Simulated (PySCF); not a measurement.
C₆ coefficients of unlike pairs at PBE0

Calculated with PySCF 2.14 from the dipole response of each species, C₆(A,B) = (3/π) ∫ α_A(iu) α_B(iu) du, in atomic units, from isotropic polarisabilities. For ions this is the dispersion term alone; charge-induced terms of lower order in 1/R come first.

```
species           configuration                                                                                              basis      relativity  α (bohr³)  C₆ (like pair)
    S³⁺       [Ne] 3s2 3p1 (2P)                                                                             def2-TZVPPD (6s6p4d1f)            none      5.395           14.37
    Xe⁺  [Kr] 4d10 5s2 5p5 (2P)                                                        aug-cc-pwCVTZ-PP with ECP28MDF (8s7p6d4f1g)  core potential      18.09           157.6
   Pd³⁺           [Kr] 4d7 (4F)                                                                        aug-cc-pVTZ-DK (9s8p6d3f2g)   spin-free X2C      4.341           19.76
    Br⁻               [Kr] (1S)  aug-cc-pVQZ-PP with one added diffuse shell each of s, p, d, f, g type with ECP10MDF (8s7p6d4f3g)  core potential      52.92           567.3
```

Task: Estimate C₆ for Br⁻ with Pd³⁺.

Result: The integral gives 84.21. The combination rule 2 C_A C_B / (C_A α_B/α_A + C_B α_A/α_B) gives 78.01 and the geometric mean 105.9.

No spin-orbit coupling is included.

The other pairs:

```
     pair     C₆
 Br⁻, Xe⁺  282.0
 Br⁻, S³⁺  85.07
Pd³⁺, S³⁺  15.72
Pd³⁺, Xe⁺  52.30
 Xe⁺, S³⁺  47.56
```
